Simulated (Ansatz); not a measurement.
Gas-phase electronic energies from Ansatz, PBE0-D4/def2-TZVP geometries. CCSD(T)/CBS is the MP2 limit (def2-TZVPP, def2-QZVPP) plus CCSD(T) − MP2 in def2-TZVPP, frozen cores. Functionals use def2-TZVPP. B3LYP here is the variant with VWN-RPA as its local correlation; programs differ in this. For Ge, Se outer-core shells are correlated without core-valence functions, which leaves a few kJ/mol of doubt a bond. Scalar relativity is left out up to krypton. One conformer a species, not always the lowest.

`O[SiH](F)[SeH]` + `[NH2][GeH2][OH]` → `[OH][GeH2][NH][SiH](O)F` + H₂Se  (ligand exchange at the Si–Se bond)

`O[SiH](F)[SeH]`:

Cartesian coordinates in Å:
```
O -1.022 -0.555 -0.917
Si -0.065 -0.424 0.391
F 0.842 -1.719 0.586
Se 1.451 1.250 0.205
H -0.615 -0.476 -1.782
H -0.973 -0.308 1.543
H 0.382 2.233 -0.025
```

`[NH2][GeH2][OH]`:

Cartesian coordinates in Å:
```
N -0.531 0.482 -1.201
Ge 0.431 -0.059 0.244
O -0.538 -1.361 0.973
H -1.329 1.073 -1.025
H 0.004 0.842 -1.977
H 0.637 1.007 1.348
H 1.772 -0.594 -0.288
H -0.446 -1.390 1.927
```

`[OH][GeH2][NH][SiH](O)F`:

```xyz
12

O    -0.936   -1.094   -1.293
Ge    0.811   -0.872   -0.925
N     0.807   -0.114    0.728
Si   -0.259    1.122    1.251
O    -1.406    1.324    0.122
F    -0.840    0.665    2.666
H    -1.121   -1.173   -2.231
H     1.530   -2.227   -0.854
H     1.380    0.053   -2.015
H     1.297   -0.640    1.436
H     0.368    2.432    1.495
H    -1.630    0.525   -0.381
```

H₂Se:

```xyz
3

Se    0.636    0.196    0.162
H    -0.032   -1.102    0.012
H    -0.603    0.906   -0.174
```

```csv
level,ΔE (kJ/mol),difference from CCSD(T)/CBS
PBE-D4,-25.6,9.2
r2SCAN-D4,-32.6,2.2
PBE0-D4,-29.2,5.6
B3LYP-D4,-37.4,-2.6
ωB97X-V,-36.0,-1.2
ωB97M-V,-37.5,-2.7
B2PLYP,-34.6,0.2
PBE,-21.1,13.7
r2SCAN,-31.1,3.7
PBE0,-25.3,9.5
B3LYP,-30.6,4.2
HF/def2-TZVPP,-36.1,-1.3
MP2/def2-TZVPP,-37.2,-2.4
SCS-MP2/def2-TZVPP,-38.0,-3.2
CCSD/def2-TZVPP,-40.8,-6.0
CCSD(T)/def2-TZVPP,-41.0,-6.2
HF/def2-QZVPP,-36.4,-1.6
MP2/def2-QZVPP,-33.8,1.0
SCS-MP2/def2-QZVPP,-34.9,-0.1
HF/CBS(def2),-36.4,-1.6
MP2/CBS(def2),-31.1,3.7
CCSD/CBS(def2),-34.6,0.2
CCSD(T)/CBS,-34.8,0
```

Largest T1 diagnostic among the species: 0.012.

From PBE to PBE0 (25 % exact exchange), in def2-TZVPP and without D4, ΔE moves by −4.1 kJ/mol. The D4 term adds −6.8 kJ/mol with B3LYP and −4.0 kJ/mol with PBE0; it sums over pairs of atoms, weighted by their polarisabilities, and B3LYP, whose exchange is more repulsive, gets the larger term.
